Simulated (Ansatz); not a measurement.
`C[C@H]1[SiH2][Si@@H]1F`, relaxed with RKS PBE-D4/def2-SVP in Ansatz from a rough embedded geometry. The force threshold is 0.03 eV/Å; the program also tests the step.

Charge 0, multiplicity 1.

Start:

```xyz
12

C    -0.895   -0.743   -0.905
C    -0.389    0.289    0.008
Si    0.434   -0.274    1.508
Si    1.358    0.942   -0.084
F     1.299    2.501   -0.052
H    -0.183   -1.513   -1.167
H    -1.114   -0.223   -1.897
H    -1.800   -1.140   -0.571
H    -1.158    1.102    0.167
H    -0.133    0.424    2.755
H     0.608   -1.735    1.574
H     1.973    0.371   -1.335
```

How much energy does the relaxation release, and in how many steps? (An estimate is asked.)

The calculation gave: 0.79 eV, in 9 steps, 1 of them rejected.

Which bonds change most? (Best estimate.)

The calculation gave: C2–Si3 from 1.801 to 1.957 Å; Si4–F5 from 1.560 to 1.645 Å; C1–H8 from 1.044 to 1.111 Å; Si3–Si4 from 2.206 to 2.268 Å.

Give the relaxed structure. (An estimate is asked.)

Ansatz gave: 
```xyz
12

C    -1.030   -0.729   -1.058
C    -0.449    0.260   -0.052
Si    0.457   -0.226    1.614
Si    1.299    0.977   -0.114
F     1.477    2.611   -0.167
H    -0.293   -1.512   -1.333
H    -1.335   -0.223   -1.997
H    -1.921   -1.253   -0.651
H    -1.163    1.065    0.233
H    -0.158    0.337    2.862
H     0.867   -1.665    1.762
H     2.248    0.358   -1.098
```
